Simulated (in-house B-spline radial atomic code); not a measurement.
Ba⁺. Computed with a B-spline radial atomic code. Model: all-electron spherical atom, spin shells full or empty, radial basis limit, no spin-orbit coupling, Breit or QED, empty-state partial waves extrapolated as (l+1/2)^-4, RPA, G0W0 and static COHSEX of the highest shell as one setting changes (uncorrelated shells keep exact exchange).

Empty levels are discrete states of a finite basis, so the steps are uneven.

Given: element Ba; charge 1; filled core Xe; hamiltonian one-electron scalar X2C; mean-field start PBE; highest l of empty states 9; nuclear rms radius 4.8378 fm; lowest nl shells left uncorrelated 8; highest mean-field shell 6s up; box radius 23.78 bohr.

Shell: 6s 1 0 (electrons up and down).

```json
{"highest empty level kept (hartree)": "1.33", "RPA correlation energy (hartree)": "-0.58306", "G0W0 level (eV)": "-10.254", "G0W0 minus most complete (meV)": "177.6", "COHSEX level (eV)": "-11.687", "linearised minus solved G0W0 (meV)": "260.8"}
{"highest empty level kept (hartree)": "2.67", "RPA correlation energy (hartree)": "-0.72427", "G0W0 level (eV)": "-10.315", "G0W0 minus most complete (meV)": "115.9", "COHSEX level (eV)": "-11.84", "linearised minus solved G0W0 (meV)": "268.6"}
{"highest empty level kept (hartree)": "4.67", "RPA correlation energy (hartree)": "?", "G0W0 level (eV)": "?", "G0W0 minus most complete (meV)": "?", "COHSEX level (eV)": "?", "linearised minus solved G0W0 (meV)": "?"}
{"highest empty level kept (hartree)": "8", "RPA correlation energy (hartree)": "-0.9182", "G0W0 level (eV)": "-10.391", "G0W0 minus most complete (meV)": "39.7", "COHSEX level (eV)": "-12.048", "linearised minus solved G0W0 (meV)": "278.7"}
{"highest empty level kept (hartree)": "13.33", "RPA correlation energy (hartree)": "-1.0206", "G0W0 level (eV)": "-10.411", "G0W0 minus most complete (meV)": "19.9", "COHSEX level (eV)": "-12.101", "linearised minus solved G0W0 (meV)": "281.3"}
{"highest empty level kept (hartree)": "24", "RPA correlation energy (hartree)": "-1.0954", "G0W0 level (eV)": "-10.422", "G0W0 minus most complete (meV)": "9.4", "COHSEX level (eV)": "-12.131", "linearised minus solved G0W0 (meV)": "282.8"}
{"highest empty level kept (hartree)": "40", "RPA correlation energy (hartree)": "?", "G0W0 level (eV)": "?", "G0W0 minus most complete (meV)": "?", "COHSEX level (eV)": "?", "linearised minus solved G0W0 (meV)": "?"}
{"highest empty level kept (hartree)": "80", "RPA correlation energy (hartree)": "-1.1775", "G0W0 level (eV)": "-10.43", "G0W0 minus most complete (meV)": "1.4", "COHSEX level (eV)": "-12.16", "linearised minus solved G0W0 (meV)": "283.9"}
{"highest empty level kept (hartree)": "160", "RPA correlation energy (hartree)": "-1.1914", "G0W0 level (eV)": "-10.431", "G0W0 minus most complete (meV)": "0.5", "COHSEX level (eV)": "-12.164", "linearised minus solved G0W0 (meV)": "284"}
{"highest empty level kept (hartree)": "333.33", "RPA correlation energy (hartree)": "-1.1956", "G0W0 level (eV)": "-10.431", "G0W0 minus most complete (meV)": "0.1", "COHSEX level (eV)": "-12.165", "linearised minus solved G0W0 (meV)": "284.1"}
{"highest empty level kept (hartree)": "800", "RPA correlation energy (hartree)": "-1.1964", "G0W0 level (eV)": "-10.431", "G0W0 minus most complete (meV)": "0", "COHSEX level (eV)": "-12.166", "linearised minus solved G0W0 (meV)": "284.1"}
{"highest empty level kept (hartree)": "2666.7", "RPA correlation energy (hartree)": "-1.1967", "G0W0 level (eV)": "-10.431", "G0W0 minus most complete (meV)": "0", "COHSEX level (eV)": "-12.166", "linearised minus solved G0W0 (meV)": "284.1"}
```

(1) What follows for highest empty level kept = 4.67?

(2) What follows for highest empty level kept = 40?

## Answers

(1) RPA correlation energy -0.83268 hartree; G0W0 level -10.362 eV; G0W0 minus most complete 69 meV; COHSEX level -11.97 eV; linearised minus solved G0W0 274.7 meV.

(2) RPA correlation energy -1.1439 hartree; G0W0 level -10.427 eV; G0W0 minus most complete 4.2 meV; COHSEX level -12.148 eV; linearised minus solved G0W0 283.5 meV.
